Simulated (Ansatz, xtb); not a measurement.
Isomers of ClGeHNSb in order of energy

4 gas-phase structures of ClGeHNSb, found in a search over its isomers (lower ones may exist). Each was relaxed with GFN2-xTB:

A. a singlet given by its coordinates
B. the triplet with the links of `[Cl][GeH]=[N+]=[Sb-]`
C. `[Cl][SbH][N+]#[Ge-]`, a singlet
D. a singlet given by its coordinates

A (Å):

```xyz
5

Cl   -0.5065    0.0880    2.7038
Ge   -3.3533    2.3589    2.8167
N    -2.5109    2.2597    1.2973
Sb   -0.7409    2.4440    2.3881
H    -2.6352    2.0733    0.3161
```

Close contacts (Å): Cl1–Sb4 2.39, Ge2–N3 1.74, Ge2–Sb4 2.65, N3–Sb4 2.09, N3–H5 1.01.

D (Å):

```csv
atom,x (Å),y (Å),z (Å)
Cl,-1.6406,-0.7010,0.2688
Ge,-0.3419,1.1987,0.3121
N,0.8545,0.2718,-0.5819
Sb,0.4154,-1.7596,-1.0775
H,1.7485,0.6216,-0.8886
```

Close contacts (Å): Cl1–Ge2 2.30, Cl1–Sb4 2.68, Ge2–N3 1.76, N3–Sb4 2.14, N3–H5 1.01.

Problem. Estimate their order in r2SCAN-D4/def2-SVP energy at these geometries, lowest first.

Solution. Calculated order at r2SCAN-D4/def2-SVP: A (0.000), C (0.803), D (0.849), B (2.209) eV.

Energies above the lowest of each column, in eV; the last columns are at B3LYP-D3(BJ)/def2-SVP geometries and were run for some of them only (a dash: not run or not comparable):

```json
{"structure": "A", "GFN2-xTB": "0.136", "HF/STO-3G": "0.000", "r2SCAN-D4/def2-SVP": "0.000", "B3LYP-D3(BJ)/def2-SVP": "0.000", "CCSD(T)/def2-SVP + ΔMP2/def2-TZVPP": "0.000"}
{"structure": "C", "GFN2-xTB": "0.438", "HF/STO-3G": "0.415", "r2SCAN-D4/def2-SVP": "0.803", "B3LYP-D3(BJ)/def2-SVP": "0.713", "CCSD(T)/def2-SVP + ΔMP2/def2-TZVPP": "–"}
{"structure": "D", "GFN2-xTB": "0.000", "HF/STO-3G": "0.899", "r2SCAN-D4/def2-SVP": "0.849", "B3LYP-D3(BJ)/def2-SVP": "0.690", "CCSD(T)/def2-SVP + ΔMP2/def2-TZVPP": "0.861"}
{"structure": "B", "GFN2-xTB": "–", "HF/STO-3G": "1.031", "r2SCAN-D4/def2-SVP": "2.209", "B3LYP-D3(BJ)/def2-SVP": "–", "CCSD(T)/def2-SVP + ΔMP2/def2-TZVPP": "–"}
```

CCSD(T)/def2-SVP + ΔMP2/def2-TZVPP puts A lowest of those it was run on; GFN2-xTB picks D. Some further structures that were screened fall inside this span and aren't listed. Frequencies (B3LYP-D3(BJ)/def2-SVP) were run for A, D alone. GFN2-xTB has no spin polarisation and isn't compared across spin states. Open shells are spin-unrestricted, some with notable spin contamination. Large T1 diagnostics make some coupled-cluster values less sure. Atoms past krypton carry core potentials in the def2 sets, without spin–orbit terms. ΔMP2 is the change of the MP2 energy from the smaller to the larger basis.

Programs: Ansatz 0.2.0, xtb 6.7.1.
